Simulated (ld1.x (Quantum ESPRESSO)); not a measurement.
Values are calculated unless marked as measured or tabulated.
## Hardness and transferability of assorted potentials

Generated with ld1.x 7.5 (TM, RRKJ, ultrasoft, PAW), atompaw 4.2 or ONCVPSP 4.0.1. The cutoff is in Ry: for ld1.x and atompaw files where the sum of valence levels is converged to 10 mRy in a Bessel basis, for ONCV files where the hardest occupied wave has 1 mHa per electron of residual kinetic energy. The error is the largest all-electron minus pseudo excitation energy over each file’s own four to seven test configurations (ionisations up to +4, promotions, holes and added fractions of an electron), all of which were solved. The labels leave out finer settings (local radius, basis sizes, second energies), which also bear on the numbers. Spin-polarised tests are not counted. The rows are a selection from randomly drawn settings: files with unsolved tests, undetermined cutoffs or missed reference levels are left out.

A true bound ghost makes a file unfit for plane-wave use even where its test errors are small: the radial tests pick states by their node count and pass the ghost by.

| element | potential | cutoff (Ry) | largest error (meV) | bound ghosts |
| --- | --- | --- | --- | --- |
| Cl | TM, PBEsol, non-relativistic, rc 1.00/0.90/1.05 (spd), local p, core correction no, reference 3s2 3p4 | 230 | +298 | none |
| Ga | TM, LDA (PZ), non-relativistic, rc 1.35/1.70/1.75 (spd), local s, core correction no, reference 4s2 4p1 | 40 | +135 | p, d |
| Mo | TM semilocal, LDA (PZ), scalar-relativistic, rc 2.65/2.75/2.25 (spd), local d, core correction yes, reference 4d3 5s0 5p0 | 35 | -367 | none |
| Ag | PAW, PBEsol, scalar-relativistic, rc 2.00/2.85/1.85 (spd), local smoothed, core correction yes, reference 4d9 5s0 5p0 | 35 | -614 | s |
| Pb | TM, LDA (PZ), fully relativistic, rc 1.80/1.85 (sp), local smoothed, core correction no, reference 6s2 6p2 | 35 | +266 | s, p3/2, p1/2, d |

(1) Fill in the row for Br: RRKJ, PBEsol, scalar-relativistic, rc 1.40/1.45/0.85 (spd), local s, core correction no, reference 3d10 4s1.75 4p5.25.

## Answers

(1) cutoff 300 Ry, largest error -1233 meV, bound ghosts: none.
